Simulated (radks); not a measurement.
Valence configurations of the praseodymium ion Pr+ (all share [Xe]). All-electron calculation, non-relativistic Kohn-Sham, LDA (Slater exchange, Perdew-Wang correlation), spin-polarised, spherical densities, point nucleus; open shells are filled with parallel spins first (spin-orbit coupling, left out, can overturn this in heavy ions); relativity is left out, which matters for an element this heavy. Program: a radial shooting solver on a logarithmic mesh with Libxc functionals. Energies are relative to 4f3 6s1; eigenvalues in eV for spin up.

valence,E (eV),moment (Bohr magnetons),e(4f),e(5d),e(6p),e(6s)
4f3 6s1,0.000,4,-10.708,-,-,-8.206
4f2.5 5d1 6s0.5,1.538,4,-12.354,-8.236,-,-7.981
4f2.5 6s1.5,2.397,3,-14.834,-,-,-8.841
4f3 6p1,2.602,4,-11.653,-,-6.080,-
4f2 5d1 6s1,4.570,4,-16.617,-9.741,-,-8.793
4f2 6s2,6.473,2,-19.316,-,-,-9.424
4f2 5d1 6p1,7.406,4,-17.538,-10.449,-6.437,-
4f1 5d2 6s1,14.006,4,-23.258,-11.151,-,-9.255
4f1 5d2 6p1,17.036,4,-24.161,-11.879,-6.713,-
4f0.5 5d2 6s1.5,22.620,3,-28.293,-12.739,-,-9.832

NIST lists [Xe] 4f3 6s1 as the ground configuration; this level of theory agrees among the configurations tried. The energies are those of spherical high-spin densities, not of single terms. Relativity is left out, which favours d and f over s occupation in heavy atoms.
